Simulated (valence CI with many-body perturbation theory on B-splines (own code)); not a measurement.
Mn XX: calculated level list

Calculated by valence CI with perturbative core correlation (CI+MBPT): four valence electrons over a frozen Dirac-Fock core [He], a basis of 11 s, 11 p, 10 d, 8 f, 5 g, 2 h functions for each j, with the one-electron correlation potential Σ1, the two-electron term Σ2, the three-electron term Σ3, Breit, model QED; selected CI, second order for the rest, scaled by the run's own slope (own B-spline code, finite nucleus).

No measured levels were compared; by estimate levels of excited configurations hold to 0.05 to 0.15 % of their energy, terms of the ground configuration to about 0.5 %. Among the levels kept, up to 1000 cm⁻¹ of a level comes from second order outside the variational space, and about a tenth of that is noise between levels of different J, which matters for small intervals.

Levels 46 to 90 of 193, with energies above the lowest level, 2s2 2p2 3P_0. "Leading %" is the weight of the configuration and term that name the level; weights of strongly mixed levels are sums over their largest components and can fall short. In the jj column 3d3/2^4 stands for four electrons in 3d with j = 3/2. Lifetimes count E1, E2, E3, M1 and M2 decay at the calculated energies, and are blank where another channel may lead or the interval is too uncertain; long ones can be off by a factor of two.

```
No.  Configuration  Term  J  E (eV)  Leading %  Lifetime      g                   Leading jj
 46      2s2 2p 3d   3D°  3  931.18         75   58.3 fs  1.272      2s^2 2p3/2 3d5/2 (48 %)
 47      2s2 2p 3d   3P°  2  932.82         52   65.9 fs  1.336      2s^2 2p3/2 3d5/2 (56 %)
 48      2s2 2p 3d   3P°  1  932.94         72   71.3 fs  1.265      2s^2 2p3/2 3d3/2 (88 %)
 49      2s2 2p 3d   3P°  0  933.20         94   84.4 fs             2s^2 2p3/2 3d3/2 (94 %)
 50      2s 2p2 3s    3P  2  936.27         86    418 fs  1.474     2s 2p1/2 2p3/2 3s (56 %)
 51      2s 2p2 3p   5D°  0  936.72         91   52.1 ps             2s 2p1/2^2 3p1/2 (56 %)
 52      2s 2p2 3p   5D°  1  937.03         57    959 fs  1.722      2s 2p1/2^2 3p1/2 (52 %)
 53      2s2 2p 3d   1F°  3  939.40         86   38.9 fs  1.029      2s^2 2p3/2 3d5/2 (48 %)
 54      2s2 2p 3d   1P°  1  939.74         78   65.2 fs  1.021      2s^2 2p3/2 3d5/2 (81 %)
 55      2s 2p2 3p   5D°  2  940.68         78    103 ps  1.561      2s 2p1/2^2 3p3/2 (38 %)
 56      2s 2p2 3p   3S°  1  941.10         45    307 fs  1.826  2s 2p1/2 2p3/2 3p1/2 (69 %)
 57      2s 2p2 3p   5D°  3  945.32         87   66.0 ps  1.514  2s 2p1/2 2p3/2 3p3/2 (80 %)
 58      2s 2p2 3p   5P°  1  945.60         57    405 fs  1.930  2s 2p1/2 2p3/2 3p3/2 (36 %)
 59      2s 2p2 3p   5P°  2  945.75         62   1.80 ps  1.702  2s 2p1/2 2p3/2 3p1/2 (47 %)
 60      2s 2p2 3p   3D°  1  948.93         73    221 fs  0.953  2s 2p1/2 2p3/2 3p3/2 (64 %)
 61      2s 2p2 3p   5P°  3  949.59         69   1.33 ps  1.575  2s 2p1/2 2p3/2 3p1/2 (38 %)
 62      2s 2p2 3p   5D°  4  950.38         96    275 ps  1.489  2s 2p1/2 2p3/2 3p3/2 (52 %)
 63      2s 2p2 3p   3D°  2  952.26         81    212 fs  1.256  2s 2p1/2 2p3/2 3p3/2 (69 %)
 64      2s 2p2 3s    3D  1  953.90         94    371 fs  0.524     2s 2p1/2 2p3/2 3s (77 %)
 65      2s 2p2 3s    3D  2  954.65         90    374 fs  1.180     2s 2p1/2 2p3/2 3s (67 %)
 66      2s 2p2 3s    3D  3  955.75         93    353 fs  1.344         2s 2p3/2^2 3s (51 %)
 67      2s 2p2 3p   5S°  2  956.04         84   3.38 ps  1.946  2s 2p1/2 2p3/2 3p1/2 (40 %)
 68      2s 2p2 3p   3P°  0  956.13         94    202 fs         2s 2p1/2 2p3/2 3p3/2 (83 %)
 69      2s 2p2 3p   3D°  3  957.76         76    224 fs  1.375      2s 2p3/2^2 3p3/2 (51 %)
 70      2s 2p2 3p   3P°  1  958.64         79    196 fs  1.482  2s 2p1/2 2p3/2 3p3/2 (50 %)
 71      2s 2p2 3p   3P°  2  959.17         84    210 fs  1.472  2s 2p1/2 2p3/2 3p3/2 (62 %)
 72      2s 2p2 3d    5F  1  961.44         89   4.77 ps  0.121      2s 2p1/2^2 3d3/2 (54 %)
 73      2s 2p2 3d    5F  2  962.34         73   1.41 ps  1.102      2s 2p1/2^2 3d3/2 (33 %)
 74      2s 2p2 3s    1D  2  962.47         86    763 fs  1.033     2s 2p1/2 2p3/2 3s (52 %)
 75      2s 2p2 3d    5F  3  964.17         65    593 fs  1.338      2s 2p1/2^2 3d5/2 (41 %)
 76      2s 2p2 3d    5F  4  967.98         77   8.11 ps  1.377  2s 2p1/2 2p3/2 3d5/2 (82 %)
 77      2s 2p2 3d    5D  0  969.35         94   3.58 ps         2s 2p1/2 2p3/2 3d3/2 (92 %)
 78      2s 2p2 3d    5D  1  969.41         79    633 fs  1.443  2s 2p1/2 2p3/2 3d3/2 (81 %)
 79      2s 2p2 3s    3S  1  969.48         41    423 fs  1.656     2s 2p1/2 2p3/2 3s (45 %)
 80      2s 2p2 3d    5D  2  969.48         52    247 fs  1.434  2s 2p1/2 2p3/2 3d3/2 (70 %)
 81      2s 2p2 3d    5D  3  970.14         33    132 fs  1.460  2s 2p1/2 2p3/2 3d5/2 (41 %)
 82      2s 2p2 3s    3P  0  970.63         76    440 fs            2s 2p1/2 2p3/2 3s (59 %)
 83      2s 2p2 3d    5F  5  972.38         96    954 ps  1.391  2s 2p1/2 2p3/2 3d5/2 (52 %)
 84      2s 2p2 3d    3P  2  972.96         55    138 fs  1.271  2s 2p1/2 2p3/2 3d5/2 (33 %)
 85      2s 2p2 3d    5D  4  973.88         70    544 ps  1.443  2s 2p1/2 2p3/2 3d5/2 (38 %)
 86      2s 2p2 3p   3F°  2  975.84         64    500 fs  0.797  2s 2p1/2 2p3/2 3p1/2 (82 %)
 87      2s 2p2 3d    3F  2  976.08         72    141 fs  0.900  2s 2p1/2 2p3/2 3d5/2 (66 %)
 88      2s 2p2 3d    5P  3  976.48         58   70.3 fs  1.559  2s 2p1/2 2p3/2 3d5/2 (33 %)
 89      2s 2p2 3d    5P  2  977.96         78   51.9 fs  1.751  2s 2p1/2 2p3/2 3d3/2 (40 %)
 90      2s 2p2 3d    3P  1  978.13         79    127 fs  1.418  2s 2p1/2 2p3/2 3d5/2 (58 %)
```

Names give the largest LS component (configuration and term), which can be under half, so a name can repeat, a term be missing and a line seem to break the LS rules; names also repeat where a configuration has a term twice.

Where two levels of one J and parity lie close, their mixing, g and order are uncertain.
